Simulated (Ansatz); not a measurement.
Relaxation of AlBH8N2O (13 atoms, charge 0, multiplicity 1), to a largest force component of 0.03 eV/Å in at most 50 steps.

Level of theory: RKS BLYP/def2-SVP in Ansatz.

```xyz
13
Properties=species:S:1:pos:R:3
B -0.006 -0.059 -0.176
H -0.129 -0.624 0.874
N 1.242 0.036 -0.801
H 2.095 -0.242 -0.315
H 1.424 0.560 -1.660
N -1.249 0.480 -0.814
H -2.066 -0.134 -0.698
H -1.180 0.734 -1.809
O -0.380 1.830 1.587
Al -1.673 2.180 0.428
H -3.195 1.831 0.822
H -1.352 3.441 -0.504
H -0.318 0.907 1.935
```

Problem. Where does it end, and by what steps?

Solution. The forces met the threshold. After 8 steps the energy has fallen by 0.196 eV; H13 moved furthest, 0.81 Å.

| step | energy less start (eV) | largest force component (eV/Å) | accepted |
| --- | --- | --- | --- |
| 0 | 0.0000 | 0.909 | yes |
| 1 | -0.0918 | 0.812 | yes |
| 2 | -0.1172 | 1.275 | yes |
| 3 | -0.1526 | 0.547 | yes |
| 4 | -0.1826 | 0.156 | yes |
| 5 | -0.1895 | 0.148 | yes |
| 6 | -0.1939 | 0.083 | yes |
| 7 | -0.1950 | 0.038 | yes |
| 8 | -0.1955 | 0.020 | yes |

```xyz
13
Properties=species:S:1:pos:R:3
B -0.011 -0.247 -0.307
H -0.148 -1.095 0.541
N 1.249 0.038 -0.841
H 2.099 -0.355 -0.437
H 1.436 0.795 -1.503
N -1.239 0.441 -0.813
H -2.081 -0.148 -0.758
H -1.173 0.817 -1.769
O -0.327 1.946 1.601
Al -1.631 2.138 0.434
H -3.136 1.811 0.909
H -1.337 3.295 -0.638
H -0.486 1.505 2.453
```

Whether the end is a true minimum wasn't checked by a vibrational analysis.

Run time: 14 s on 4 threads of Arm Neoverse V1, on a shared host, peak memory 0.16 GiB.
